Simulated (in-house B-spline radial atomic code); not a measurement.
Configurations of Re⁴⁺, with energies counted from [Xe] 4f14 5d3. Method: Dirac-Hartree-Fock, average of configuration, Fermi nucleus of rms radius 5.3698 fm. Calculated with a B-spline radial code for spherical atoms. Energies include first-order Breit, QED and recoil terms.

Occupations are held fixed; configurations that lie above the ionisation limit could autoionise.

| configuration | E - E(ref) (eV) | highest orbital | its <r> (bohr) |
| --- | --- | --- | --- |
| [Xe] 4f14 5d2 6s1 | 7.4551 | 6s1/2 | 2.417 |
| [Xe] 4f13 5d4 | 43.828 | 5d5/2 | 1.561 |
| [Xe] 4f14 5d2 9f1 | 45.994 | 9f7/2 | 17.5 |
| [Xe] 4f13 5d3 7p1 | 77.598 | 7p3/2 | 5.115 |
| [Xe] 4f13 5d3 6g1 | 87.956 | 6g7/2 | 8.713 |
| [Kr] 4d10 4f14 5s2 5p5 5d3 9s1 | 89.883 | 9s1/2 | 10.3 |
| [Xe] 4f13 5d3 7g1 | 90.473 | 7g7/2 | 12.59 |
| [Kr] 4d10 4f14 5s2 5p5 5d3 7g1 | 92.855 | 7g7/2 | 12.58 |
| [Kr] 4d10 4f14 5s2 5p5 5d3 9g1 | 95.614 | 9g7/2 | 22.14 |

(1) Order these further configurations by energy, lowest first.
A. [Xe] 4f14 5d2 6g1
B. [Kr] 4d10 4f14 5s2 5p5 5d3 5f1
C. [Xe] 4f14 5d2 7f1
D. [Kr] 4d10 4f14 5s2 5p5 5d4
E. [Xe] 4f14 5d2 7p1

(2) How far above the reference does [Kr] 4d10 4f14 5s2 5p5 5d3 6f1 lie?

(3) How far above the reference does [Kr] 4d10 4f14 5s2 5p5 5d3 9f1 lie?

(4) How far above the reference does [Kr] 4d10 4f14 5s2 5p5 5d3 8g1 lie?

Results:

(1) E (31.816 eV), C (41.675 eV), A (41.957 eV), D (47.597 eV), B (77.415 eV).

(2) 85.568 eV; its least bound orbital is 6f7/2 with <r> = 5.909 bohr.

(3) 94.354 eV; its least bound orbital is 9f7/2 with <r> = 17.41 bohr.

(4) 94.491 eV; its least bound orbital is 8g7/2 with <r> = 17.06 bohr.
